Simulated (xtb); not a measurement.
H4Al (SMILES [AlH4-]), charge -1, singlet, at a GFN2-xTB geometry (such geometries of metal compounds can be far from the true shape); GFN1-xTB (xtb).

Input for xtb:
```
$ xtb mol.xyz --gfn 1 --chrg -1 --etemp 3000 --json

# file mol.xyz
5

Al     0.00000000     0.00000000     0.00000000
H      1.18926445    -0.20785140     1.09178746
H     -1.18488180     0.90443151     0.65391954
H     -0.59986665    -1.45031671    -0.43161723
H      0.59548400     0.75373660    -1.31408978
```

It wrote (shortened):

```
   ID    Z sym.   atoms
    1   13 Al     1
    2    1 H      2-5

           -------------------------------------------------
          |                Calculation Setup                |
           -------------------------------------------------

           -------------------------------------------------
          |                 G F N 1 - x T B                 |
           -------------------------------------------------

          ...................................................
          :                      SETUP                      :
          :.................................................:
          :  # basis functions                  18          :
          :  # atomic orbitals                  17          :
          :  # shells                           11          :
          :  # electrons                         8          :
          :  # halogen bonds                     0          :
          :  max. iterations                   250          :
          :  Hamiltonian                  GFN1-xTB          :
          :  restarted?                      false          :
          :  GBSA solvation                  false          :
          :  PC potential                    false          :
          :  electronic temp.         3000.0000000     K    :
          :  accuracy                    1.0000000          :
          :  -> integral cutoff          0.2500000E+02      :
          :  -> integral neglect         0.1000000E-07      :
          :  -> SCF convergence          0.1000000E-05 Eh   :
          :  -> wf. convergence          0.2000000E-04 e    :
          :  Broyden damping             0.4000000          :
          :  net charge                         -1          :
          :  unpaired electrons                  0          :
          ...................................................

 iter      E             dE          RMSdq      gap      omega  full diag
   1     -3.6715259 -0.367153E+01  0.474E+00    9.65       0.0  T
   2     -3.6715300 -0.410750E-05  0.285E+00    9.68       1.0  T
   3     -3.6715303 -0.300596E-06  0.156E-02    9.67       2.9  T
   4     -3.6715303 -0.968592E-08  0.544E-03    9.67       8.2  T
   5     -3.6715303 -0.311365E-08  0.196E-04    9.67     228.5  T
   6     -3.6715303 -0.112976E-11  0.120E-04    9.67     371.3  T

   *** convergence criteria satisfied after 6 iterations ***

         :::::::::::::::::::::::::::::::::::::::::::::::::::::
         ::                     SUMMARY                     ::
         :::::::::::::::::::::::::::::::::::::::::::::::::::::
         :: total energy              -3.661759007082 Eh    ::
         :: gradient norm              0.007203697625 Eh/a0 ::
         :: HOMO-LUMO gap              9.672165379078 eV    ::
         ::.................................................::
         :: SCC energy                -3.671530343848 Eh    ::
         :: -> electrostatic           0.127813464999 Eh    ::
         :: repulsion energy           0.010382541952 Eh    ::
         :: dispersion energy         -0.000611205185 Eh    ::
         :: halogen bond corr.         0.000000000000 Eh    ::
         :: add. restraining           0.000000000000 Eh    ::
         :: total charge              -1.000000000027 e     ::
         :::::::::::::::::::::::::::::::::::::::::::::::::::::

           -------------------------------------------------
          |                Property Printout                |
           -------------------------------------------------

    * Orbital Energies and Occupations

         #    Occupation            Energy/Eh            Energy/eV
      -------------------------------------------------------------
         1        2.0000           -0.2961470              -8.0586
         2        2.0000           -0.2092235              -5.6933
         3        2.0000           -0.2092235              -5.6933
         4        2.0000           -0.2092235              -5.6933 (HOMO)
         5                          0.1462220               3.9789 (LUMO)
         6                          0.1462220               3.9789
         7                          0.1462220               3.9789
         8                          0.1594112               4.3378
         9                          0.1594112               4.3378
        10                          0.1755118               4.7759
        11                          0.1818963               4.9496
        12                          0.1818963               4.9496
        13                          0.1818963               4.9496
        14                          0.2402899               6.5386
        15                          1.1009200              29.9576
       ...                                ...                  ...
        17                          1.1009201              29.9576
      -------------------------------------------------------------
                  HL-Gap            0.3554455 Eh            9.6722 eV
             Fermi-level           -0.0323865 Eh           -0.8813 eV

  Mulliken/CM5 charges         n(s)   n(p)   n(d)
     1Al   -0.06493 -0.32946   1.259  1.600  0.207
     2H    -0.23377 -0.16764   1.234  0.000  0.000
     3H    -0.23377 -0.16764   1.234  0.000  0.000
     4H    -0.23377 -0.16764   1.234  0.000  0.000
     5H    -0.23377 -0.16764   1.234  0.000  0.000

Wiberg/Mayer (AO) data.
largest (>0.10) Wiberg bond orders for each atom

 ---------------------------------------------------------------------------
     #   Z sym  total        # sym  WBO       # sym  WBO       # sym  WBO
 ---------------------------------------------------------------------------
     1  13 Al   3.458 --     4 H    0.865     2 H    0.865     3 H    0.865
                             5 H    0.865
     2   1 H    0.945 --     1 Al   0.865
     3   1 H    0.945 --     1 Al   0.865
     4   1 H    0.945 --     1 Al   0.865
     5   1 H    0.945 --     1 Al   0.865
 ---------------------------------------------------------------------------

Topologies differ in total number of bonds
Writing topology from bond orders to xtbtopo.mol

 dipole moment from electron density (au)
     X       Y       Z
  -0.0000  -0.0000   0.0000  total (Debye):    0.000

           -------------------------------------------------
          | TOTAL ENERGY               -3.661759007082 Eh   |
          | GRADIENT NORM               0.007203697625 Eh/α |
          | HOMO-LUMO GAP               9.672165379078 eV   |
           -------------------------------------------------

normal termination of xtb
```
